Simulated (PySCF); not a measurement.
SMILES C[C+](C)C (charge +1), singlet, GFN2-xTB optimised geometry.

```
13

C      1.41    -0.13     0.00
C     -0.04    -0.13     0.00
C     -0.77     1.12     0.00
C     -0.77    -1.39     0.00
H      1.85    -1.13     0.00
H      1.78     0.44     0.86
H      1.78     0.44    -0.86
H     -1.46     1.15     0.85
H     -0.13     2.00     0.01
H     -1.44     1.16    -0.86
H     -0.46    -1.99     0.86
H     -1.85    -1.27    -0.01
H     -0.45    -2.00    -0.85
```

Density from PBE0/def2-TZVP run with PySCF at that geometry.

Minimum of the electron density along straight lines between bonded atoms, close to the bond critical point (lines longer than 1.1 times the sum of covalent radii, or with two minima, are not listed):

```csv
bond,length / Å,ρ at the minimum / e bohr⁻³,∇²ρ there / e bohr⁻⁵,position (fraction from the first atom)
C1–C2,1.448,0.290,-0.84,0.46
C2–C3,1.448,0.290,-0.84,0.54
C2–C4,1.448,0.290,-0.84,0.54
C1–H5,1.087,0.284,-1.01,0.65
C1–H6,1.096,0.269,-0.91,0.65
C1–H7,1.096,0.268,-0.91,0.65
C3–H8,1.096,0.269,-0.91,0.65
C3–H9,1.087,0.284,-1.00,0.65
C3–H10,1.096,0.268,-0.91,0.65
C4–H11,1.096,0.268,-0.91,0.65
C4–H12,1.087,0.284,-1.00,0.65
C4–H13,1.096,0.269,-0.91,0.65
```
